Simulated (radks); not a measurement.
Results of a calculation; reference values are marked as such.
Neutral ruthenium inside a hard spherical wall (all orbitals vanish at R), configuration held at [Kr] 4d7 5s1 and not refilled when levels cross. Code: a radial shooting solver on a logarithmic mesh with Libxc functionals. Model: scalar-relativistic Kohn-Sham, LDA (Slater exchange, Perdew-Wang correlation), spin-polarised, spherical densities, finite nucleus; open shells are filled with parallel spins first (spin-orbit coupling, left out, can overturn this in heavy ions); Fermi nuclear charge, rms radius 4.4809 fm. Eigenvalues in eV for spin up, with the zero of energy where the potential of the charges vanishes at infinity; a dash marks a level that is unbound or too diffuse for the functional's potential to be trusted. A positive occupied level is held by the wall or, in an anion where self-interaction has pushed it up, behind a barrier. The pressure on the wall is -dE/dV.

| R (bohr) | E (hartree) | kinetic (hartree) | e(4s) | e(4p) | e(4d) | e(5s) | e(5p, empty) | e(6s, empty) | pressure (GPa) |
|---|---|---|---|---|---|---|---|---|---|
| free | -4526.26763 | 4679.097 | -77.042 | -47.180 | -6.089 | -4.967 | -1.271 | -0.011 | 0 |
| 20 | -4526.26763 | 4679.097 | -77.042 | -47.180 | -6.089 | -4.967 | -1.270 | 0.147 | < 0.0001 |
| 10 | -4526.26736 | 4679.100 | -77.018 | -47.156 | -6.066 | -4.945 | -1.139 | 1.985 | 0.00755 |
| 6 | -4526.23737 | 4679.285 | -76.044 | -46.196 | -5.193 | -3.872 | 1.037 | 12.525 | 2.36 |
| 5 | -4526.16419 | 4679.647 | -74.604 | -44.797 | -3.915 | -2.032 | 3.911 | 23.049 | 12.2 |
| 3.5 | -4525.47000 | 4682.477 | -67.366 | -37.878 | 2.944 | 10.146 | 20.288 | 71.559 | 229 |
| 3 | -4524.51083 | 4686.126 | -61.282 | -32.045 | 9.409 | 23.649 | 37.019 | 114.39 | 763 |
